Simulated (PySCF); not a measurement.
## Electron correlation in Ni (nickel, neutral)

[Ar] 3d8 4s2, high-spin 3F determinant. Calculation: PySCF 2.14, in x2c-TZVPPall with one added diffuse shell each of s, p, d, f type (7s6p5d3f1g, 80 functions); scalar relativity by spin-free X2C-1e. Frozen: [Ar]; 10 electrons correlated.

```csv
level,correlation energy (mhartree)
CCSD,-317.93
(T),-11.67
CCSD(T),-329.60
```

Diagnostics: T1 = 0.022, D1 = 0.0640, largest double amplitude 0.068.

**Question.** Is a single reference adequate?

**Answer.** Yes: T1 lies below 0.03 and no double amplitude reaches 0.07.
